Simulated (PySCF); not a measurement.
## Computed beside measured shifts

System: SiCl2(SBu)2 (C8H18Cl2S2Si), SMILES CCCCS[Si](Cl)(Cl)SCCCC.

Atom-mapped SMILES (hydrogens are numbered by the atom that bears them): [CH3:1][CH2:2][CH2:3][CH2:4][S:5][Si:6]([Cl:7])([Cl:8])[S:9][CH2:10][CH2:11][CH2:12][CH3:13]

Level of theory: GIAO KT3/pcSseg-2, gas phase, PySCF SCF with an in-house response code, fitting set def2-universal-JFIT, grid level 2, non-relativistic, geometry: PBE0-D3(BJ)/def2-SVP.

One optimised conformer. Values are averaged over the atoms that symmetry or fast rotation interchanges, on this one geometry and without vibrational averaging. Shifts are the reference shielding less the shielding here, at the same level (13C, 1H, 29Si against isolated TMS; 33S against isolated CS2); nuclei without a reference have shieldings only.

**Question.** What shifts does this level give for Si6, and how do they compare with measurement?

**Answer.** 
```tsv
atom	nucleus	computed / ppm	measured / ppm	computed less measured	measured against	medium of the measurement
Si6	29Si	30.0	14.1	15.9	TMS	solution
```

Measured values: U. Herzog, Habilitationsschrift, TU Bergakademie Freiberg, 2002/2003.
